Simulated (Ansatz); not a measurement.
Reaction (atomization): `C[O][Bi]([CH3])[O]C(C)(C)C` → Bi• + 6 C• + 15 H• + 2 O•

Calculated with Ansatz (gas phase, PBE0-D4/def2-TZVP geometries, no zero-point term in ΔE). CCSD(T)/CBS adds triple-zeta CCSD(T) − MP2 to the extrapolated MP2 energy (def2 sets, frozen cores). This one scheme is used for every species, atoms too. For atomizations the MP2-based limit and the directly extrapolated one differ by several kJ/mol either way, and by 10 to 25 for some Ge, Se and Sn compounds, so smaller differences from it don't rank the levels. Functionals use def2-TZVPP. B3LYP here is the variant with VWN-RPA as its local correlation; programs differ in this. HSE06 is defined as in plane-wave codes. Open shells (•) are unrestricted, without spin–orbit coupling. Spin–orbit coupling would lower the free atoms: a little for C, O; strongly for Bi. Elements past krypton have def2 core potentials. Bonds to Bi are less sure, by a few kJ/mol each and by 10 to 20 or more in all where they break to atoms, as the def2 sets lack core-valence functions. Each species was taken in one conformer, which may not be the lowest.

`C[O][Bi]([CH3])[O]C(C)(C)C`:

```xyz
24

C     2.967   -0.364    1.236
O     2.309   -1.197    0.324
Bi    1.332   -0.385   -1.314
C     0.992   -2.429   -2.099
O    -0.610   -0.438   -0.588
C    -1.224    0.643    0.088
C    -2.590    0.128    0.522
C    -0.409    1.046    1.311
C    -1.391    1.834   -0.851
H     3.354    0.564    0.785
H     2.315   -0.077    2.071
H     3.827   -0.902    1.651
H     1.076   -3.089   -1.236
H     1.736   -2.691   -2.852
H    -0.013   -2.472   -2.517
H    -3.153    0.901    1.052
H    -2.469   -0.733    1.182
H    -3.164   -0.188   -0.351
H     0.562    1.460    1.017
H    -0.924    1.809    1.900
H    -0.231    0.174    1.944
H    -1.925    2.654   -0.364
H    -1.951    1.535   -1.740
H    -0.417    2.220   -1.171
```

(1) What is ΔE at CCSD(T)/CBS? (Estimate.)

(2) What do these levels give: LDA (SPW92), revPBE-D4, B3LYP-D4, ωB97M-V, B2PLYP, PBE, revPBE, BLYP, r2SCAN, HSE06, CCSD(T)/def2-SVP, MP2/def2-TZVPP? (An estimate is asked.)

Largest T1 diagnostic among the species: 0.014.

## Answers

(1) The calculation gave: +94.61 eV.

(2) Computed: LDA (SPW92) 108.56, revPBE-D4 94.38, B3LYP-D4 94.68, ωB97M-V 94.57, B2PLYP 93.46, PBE 95.95, revPBE 92.45, BLYP 93.32, r2SCAN 94.47, HSE06 94.23, CCSD(T)/def2-SVP 89.49, MP2/def2-TZVPP 93.39 eV.

From PBE to PBE0 (25 % exact exchange), in def2-TZVPP and without D4, ΔE moves by −1.81 eV: exact exchange takes away binding that semilocal exchange gives to molecules. Leaving LDA and LC-ωPBE aside and taking each functional with its dispersion term where it has one, the values, not all of them listed here, spread over 4.88 eV, from BHLYP-D4 to PBE-D4. LDA lies +12.60 eV from PBE without D4, its usual overbinding.
